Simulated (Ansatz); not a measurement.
The same path of H$_{7}$OPSi$_{2}$ (11 atoms, charge 0, multiplicity 1) was run 3 times with different band settings. The coordinate that changes most is the dihedral P2–Si3–Si4–H11.

All numbers below come from RKS r2SCAN-D4/def2-SVP in Ansatz.

Relaxed end points:

```xyz
11
Properties=species:S:1:pos:R:3
O 1.416 2.233 -1.334
P -0.082 1.533 -0.975
Si 0.645 -0.432 -0.078
Si -1.172 -1.474 0.987
H 1.374 2.560 -2.244
H -0.298 2.121 0.316
H 1.771 -0.215 0.884
H 1.139 -1.291 -1.198
H -2.266 -1.727 0.000
H -1.703 -0.589 2.070
H -0.758 -2.776 1.593
```

```xyz
11
Properties=species:S:1:pos:R:3
O 1.177 1.846 -1.992
P -0.111 0.813 -1.625
Si 0.723 -0.145 0.266
Si -1.032 -1.264 1.357
H 1.379 1.736 -2.931
H -0.925 1.726 -0.874
H 1.340 0.878 1.167
H 1.780 -1.126 -0.131
H -2.117 -0.294 1.703
H -0.547 -1.908 2.616
H -1.602 -2.317 0.463
```

Common settings: movable images 5; climbing image yes; optimiser quadratic models (default); start path IDPP; iteration limit 60; end points relaxed.

| run | spring | force threshold |
| --- | --- | --- |
| 1 | 5.0 eV/Å² | 0.03 eV/Å |
| 2 | 50.0 eV/Å² | 0.03 eV/Å |
| 3 | 5.0 eV/Å² | 0.2 eV/Å |

(1) What does each run give, and how far can it be trusted?

## Answers

(1) Run 1: converged after 5 iterations, highest image 0.029 eV above the first end. A vibrational analysis at the climbing image gives one clearly imaginary mode, 81i cm⁻¹: a first-order saddle point.
Run 2: converged after 5 iterations, highest image 0.029 eV above the first end. Another band between the same ends (5 images) ends at a top of the same energy, where a vibrational analysis finds 1 clearly imaginary mode.
Run 3: converged after 2 iterations, highest image 0.045 eV above the first end. The threshold of 0.2 eV/Å is loose, so the images may lie well off the minimum-energy path. The order of the stationary point at the top wasn't checked.
